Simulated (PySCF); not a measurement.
**Shapes and spin states of CoO₂**

These are results of PBE0 in PySCF with Co def2-TZVP, O def2-TZVP; no relativity; density-fitted integrals, not measurements.

Relaxations began from a few typed shapes and spin states; open shells are unrestricted. The search is not exhaustive: other isomers or separated fragments can lie lower, and high-lying points may rest on an excited occupation.

Task: Order these stationary points by electronic energy, lowest first, in kJ/mol from the lowest minimum.
A. quartet C2v: Co–O 1.818 Å (×2), O–O 1.394 Å; Co–O–O 67.5° (×2), O–Co–O 45.1°
B. doublet (⟨S²⟩ 1.25) Cs: Co–O 1.783 Å, Co–O 1.853 Å, O–O 1.368 Å; Co–O–O 65.2°, Co–O–O 70.7°, O–Co–O 44.1°
C. quartet C2v: Co–O 1.583 Å (×2); O–Co–O 124.8°
D. broken-symmetry Ms = 3/2 (⟨S²⟩ 4.61) C∞v: Co–O 1.624 Å, Co–O 1.756 Å; O–Co–O 180.0°
E. sextet C2v: Co–O 1.987 Å (×2), O–O 1.300 Å; Co–O–O 70.9° (×2), O–Co–O 38.2°

Result: D (0.0), C (14.7), E (84.7), A (91.6), B (109.8).

Task: Which of them are minima?

Result: By energy in kJ/mol, 0.0: minimum; 14.7: minimum; 84.7: minimum; 91.6: minimum; 109.8: minimum.

For the lowest minimum: the determinant is spin-contaminated (⟨S²⟩ = 4.61, pure value 3.75). The spin densities have lower symmetry than the nuclear frame. Open d and f shells are described by one determinant, and the ground state may have another occupation or spin.
